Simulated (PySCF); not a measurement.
# J couplings in `CCO[BH][GeH3]`, C$_{2}$H$_{9}$BGeO

Cartesian coordinates in Å; atom numbers follow the order of the lines, from 1:
```xyz
14

C    -2.310   -0.132   -0.674
C    -1.389   -0.207    0.520
O    -0.056   -0.451    0.099
B     0.936    0.434    0.258
Ge    2.819   -0.043   -0.460
H    -2.059    0.730   -1.311
H    -3.355   -0.026   -0.345
H    -2.229   -1.045   -1.283
H    -1.677   -1.042    1.180
H    -1.424    0.724    1.113
H     0.708    1.496    0.810
H     3.226    0.918   -1.600
H     2.913   -1.481   -1.010
H     3.897    0.113    0.636
```

[PySCF 2.14.0: indirect couplings; PBE0/pcJ-1 (dyall-v2z on Ge), isolated molecule, Gaussian nuclear model, structure from PBE0-D3(BJ)/def2-SVP]

Non-relativistic values:
```
    coupling              atoms  J (Hz)
1J(73Ge,11B)           Ge5 – B4   -41.2
 1J(73Ge,1H)  Ge5 – H12/H13/H14   -74.5
2J(73Ge,17O)           Ge5 – O3     8.5
 2J(73Ge,1H)          Ge5 – H11   -13.5
3J(73Ge,13C)           Ge5 – C2    -4.2
```

Q: What do two-component X2C with spin–orbit coupling give?

A: 
| coupling | atoms | with spin–orbit (Hz) |
| --- | --- | --- |
| 1J(73Ge,11B) | Ge5 – B4 | -44.9 |
| 1J(73Ge,1H) | Ge5 – H12/H13/H14 | -81.2 |
| 2J(73Ge,17O) | Ge5 – O3 | 9.6 |
| 2J(73Ge,1H) | Ge5 – H11 | -15.7 |
| 3J(73Ge,13C) | Ge5 – C2 | -4.7 |

The largest listed coupling, 1J(73Ge,1H), ends at 1.09 times its non-relativistic value. Equivalent partners are averaged, as under fast rotation.
